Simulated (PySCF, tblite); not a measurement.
Compound: C7H10F3P.
Geometry (GFN2-xTB, Å), atoms numbered from 1 in this order:
```
atom  x, y, z in Å
C1     2.5748    1.7599   -0.8681
C2     1.8071    0.8338   -0.8772
P3     0.7403   -0.5521   -1.0849
C4    -0.7618    0.0329   -0.0885
C5    -0.4350    0.4152    1.3518
C6    -1.2912    1.2482   -0.8540
C7    -1.7992   -1.0906   -0.1294
C8     1.6730   -1.5969    0.2057
F9     2.7217   -2.1736   -0.4063
F10    0.9214   -2.5945    0.6993
F11    2.1727   -0.9379    1.2602
H12    3.2368    2.5743   -0.8089
H13    0.3974    1.1157    1.3961
H14   -1.3050    0.8911    1.8025
H15   -0.1873   -0.4589    1.9503
H16   -2.2266    1.5877   -0.4128
H17   -0.5764    2.0688   -0.8222
H18   -1.4785    0.9959   -1.8976
H19   -1.4422   -1.9801    0.3857
H20   -2.7170   -0.7631    0.3563
H21   -2.0339   -1.3587   -1.1587
```

Jobs on this species (21 atoms, 94 electrons) with PySCF (density fitting) and tblite. Hardware of each: Arm Neoverse N1, one thread, no GPU, on a shared host. Times come from a shared host and carry two figures at best.

```json
{"level and settings": "PBE0/pcSseg-1", "work": "shieldings, charges and field gradients", "basis functions": "244", "SCF cycles": "?", "wall time": "?"}
{"level and settings": "GFN2-xTB", "work": "L-BFGS relaxation", "basis functions": "–", "SCF cycles": "–", "wall time": "2.1 s"}
{"level and settings": "GFN2-xTB", "work": "Hessian by finite differences", "basis functions": "–", "SCF cycles": "–", "wall time": "1.8 s"}
```

Problem. Fill in the missing figures.

Solution. 
- PBE0/pcSseg-1; shieldings, charges and field gradients: 1.7 min, 14 SCF cycles

Problem. What do all jobs in the table cost together?

Solution. About 1.8 min; the longest takes about 96 % of that, and about 57 times as long as the shortest.
